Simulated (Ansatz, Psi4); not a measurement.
## A ladder of methods for C3H9In (trimethylindium (TMIn))

C3H9In: 13 atoms, total charge 0, spin state singlet. As SMILES, `[CH3][In]([CH3])[CH3]`. Geometry: relaxed at PBE0-D4/def2-TZVP.

Quantity: the electronic atomisation energy, in eV. The values are calculated. Electronic energies at fixed atoms, without zero-point motion or spin-orbit coupling.

```csv
level,kind,program,value (eV),less CCSD(T)/def2-SVP,CPU time (all runs)
HF/def2-SVP (core potential),Hartree–Fock,Ansatz,35.34,-9.12,6.7 s
BLYP/def2-SVP (core potential),GGA,Ansatz,45.35,+0.89,15 s
revPBE/def2-SVP (core potential),GGA,Ansatz,45.32,+0.86,15 s
r2SCAN/def2-SVP (core potential),meta-GGA,Ansatz,46.46,+2.00,32 s
B3LYP/def2-SVP (core potential),global hybrid,Ansatz,45.96,+1.50,18 s
wB97X-V/def2-SVP (core potential),range-separated hybrid,Psi4,46.67,+2.21,5.4 min
RPA@PBE/def2-SVP (core potential),RPA,Ansatz,43.17,-1.29,36 s
MP2/def2-SVP (core potential),perturbation theory,Ansatz,44.51,+0.05,8 s
CCSD(T)/def2-SVP (core potential),coupled cluster or CI,Ansatz,44.46,0.00,1.7 min
```

CCSD(T)/def2-SVP (core potential) is the highest level here, not the true value. The values span 35.34 to 46.67 eV. In the correlated wave-function rows the outer d shell of In is correlated, in sets not made for it. Times are those of the runs behind each value, whatever else they computed, on shared processors of several kinds: orders of magnitude only.
